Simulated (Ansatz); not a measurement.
One change: `[CH2]1[S][SnH2]1` becomes `[CH2]1[SnH2][Te]1`.

Ansatz, PBE0-D4/def2-TZVP geometries, multiplicity 1. 

Elements past krypton have def2 core potentials.

```csv
property,`[CH2]1[S][SnH2]1`
HOMO energy (B3LYP/def2-TZVPP) / eV,-6.37
HOMO energy (PBE0/def2-TZVPP) / eV,-6.61
zero-point energy (PBE0-D4/def2-TZVP) / kJ/mol,107.3
HOMO–LUMO gap (ωB97M-V/def2-TZVPP) / eV,9.34
LUMO energy (B3LYP/def2-TZVPP) / eV,-1.25
size of the dipole moment (B3LYP/def2-TZVPP) / D,2.56
```

Give the same properties after the change, and the shifts. (An estimate is asked.)

The calculation gave: 
| property | `[CH2]1[SnH2][Te]1` | shift |
| --- | --- | --- |
| HOMO energy (B3LYP/def2-TZVPP) / eV | -5.76 | 0.61 |
| HOMO energy (PBE0/def2-TZVPP) / eV | -5.98 | 0.63 |
| zero-point energy (PBE0-D4/def2-TZVP) / kJ/mol | 103.7 | -3.6 |
| HOMO–LUMO gap (ωB97M-V/def2-TZVPP) / eV | 8.23 | -1.11 |
| LUMO energy (B3LYP/def2-TZVPP) / eV | -1.69 | -0.44 |
| size of the dipole moment (B3LYP/def2-TZVPP) / D | 1.98 | -0.58 |

With PBE0 the HOMO rises by 0.63 eV and the LUMO falls by 0.43 eV, so the gap narrows by about 1.06 eV. PBE moves the HOMO by 0.44 eV and ωB97M-V by 0.75 eV. Dipoles are sizes alone; their direction can turn.

B3LYP here is the variant with VWN-RPA as its local correlation; programs differ in this.

Spin–orbit coupling is left out; it splits and shifts lone-pair levels of the heavy atoms by tenths of an eV.
